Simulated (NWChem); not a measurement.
C$_{2}$H$_{7}$AlO$_{2}$; SMILES C[O][Al]([CH3])[OH]

```xyz
12

Al     0.0442     0.4897     0.0003
C     -1.1991     1.9725     0.0003
H     -2.2451     1.6336     0.0386
H     -1.0718     2.5885    -0.9048
H     -1.0196     2.6346     0.8628
O      1.7163     0.8207     0.0001
H      2.4367     0.1903    -0.0026
O     -0.5448    -1.1029    -0.0005
C     -0.1321    -2.4230     0.0004
H     -0.5170    -2.9577     0.8881
H     -0.5126    -2.9577    -0.8893
H      0.9701    -2.5373     0.0031
```
Atoms are numbered in this order, from 1.

All runs: NWChem. Structure relaxed at the PBE0/def2-SVP level. Not confirmed as a minimum by frequencies. Total energies compare along this basis series because the functional is fixed.

| level | basis functions | energy (Ha) | highest occupied level (eV) | orbital gap (eV) | dipole (D) |
|---|---|---|---|---|---|
| PBE0/def2-SVP | 109 | -472.7800 | [?] | [?] | [?] |
| PBE0/def2-SVPD | 166 | -472.8047 | -8.05 | 7.61 | 1.19 |
| PBE0/def2-TZVP | 203 | -473.1408 | -7.96 | 7.93 | 1.25 |
| PBE0/def2-TZVPP | 264 | -473.1447 | -7.95 | 7.93 | 1.20 |

Task: Fill in the missing entries.

Result: 
- PBE0/def2-SVP, highest occupied level (eV): -7.80
- PBE0/def2-SVP, orbital gap (eV): 8.09
- PBE0/def2-SVP, dipole (D): 1.47
